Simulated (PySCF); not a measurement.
# GaN₂ + F₂ → GaF₂ + N₂

Level: PBE0 in the def2-TZVP basis family, all electrons, no relativity, computed in PySCF with density fitting; open shells unrestricted.

```csv
species,state and structure,E (Eh),ZPE (kJ/mol),H(298 K) − H(0) (kJ/mol),S° (J/(mol K))
GaN₂,"quartet, D∞h, Ga–N 1.807 Å (×2)",-2033.78045,9.3,12.8,264.2
F₂,"singlet, D∞h, F–F 1.376 Å",-199.40856,6.6,8.7,201.9
GaF₂,"doublet, C2v, Ga–F 1.756 Å (×2); F–Ga–F 116.7°",-2124.23652,9.0,12.2,279.0
N₂,"singlet, D∞h, N–N 1.089 Å",-109.44629,14.9,8.7,191.4
```

Task: What is the electronic reaction energy?

Result: At PBE0/def2-TZVP, ΔE = -1296.5 kJ/mol from the differences of the total energies times 2625.5, downhill. Fluorination of this kind underlies dry etching and chamber cleaning.

Task: Add zero-point, thermal and entropy terms for 298.15 K and 1 bar.

Result: ΔZPE = 8.0 and Δ[H(298) − H(0)] = -0.6 kJ/mol give ΔH° = -1289.1 kJ/mol. ΔS° = 4.3 J/(mol K), so ΔG° = -1289.1 − 298.15 × (0.0043) = -1290 kJ/mol.

Some spin contamination: GaN₂ (⟨S²⟩ 3.87). The structures come from searches over a few start shapes, so lower isomers are not excluded.
